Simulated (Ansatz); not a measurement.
CH₇ClN₂Si, SMILES `C[Si](N)(N)Cl`. Charge 0, multiplicity 1. Geometry: relaxed with PBE0-D4/def2-TZVP. It is one conformer, not always the lowest.

```xyz
12

C     1.173   -0.632    0.881
Si   -0.133    0.356    0.006
N     0.035    0.628   -1.666
N    -1.622   -0.438    0.230
Cl   -0.019    2.275    0.810
H     2.146   -0.147    0.782
H     1.242   -1.637    0.457
H     0.953   -0.723    1.948
H     0.562    1.407   -2.021
H    -0.052   -0.122   -2.331
H    -2.456   -0.067   -0.197
H    -1.829   -0.901    1.100
```

**Question.** What is the dipole moment at PBE/def2-TZVPP? (Best estimate.)

**Answer.** Ansatz gave: 2.11 D, with components (-0.29, -1.87, -0.92) D in this frame, pointing from negative to positive charge.

**Question.** And with r2SCAN, B3LYP, ωB97M-V? (Estimate.)

**Answer.** The calculation gave: r2SCAN 2.15 D, B3LYP 2.11 D, ωB97M-V 2.10 D.

**Question.** Give the Mulliken charges with PBE, ωB97M-V, B3LYP in def2-TZVPP. (Best estimate.)

**Answer.** Computed: 
| atom | PBE | ωB97M-V | B3LYP |
| --- | --- | --- | --- |
| C1 | -0.38 | -0.45 | -0.39 |
| Si2 | 0.52 | 0.62 | 0.65 |
| N3 | -0.38 | -0.36 | -0.40 |
| N4 | -0.39 | -0.36 | -0.40 |
| Cl5 | -0.28 | -0.27 | -0.31 |
| H6 | 0.11 | 0.12 | 0.10 |
| H7 | 0.10 | 0.12 | 0.10 |
| H8 | 0.10 | 0.12 | 0.10 |
| H9 | 0.15 | 0.12 | 0.14 |
| H10 | 0.15 | 0.12 | 0.14 |
| H11 | 0.16 | 0.12 | 0.14 |
| H12 | 0.14 | 0.11 | 0.13 |

B3LYP here is the variant with VWN-RPA as its local correlation; programs differ in this.
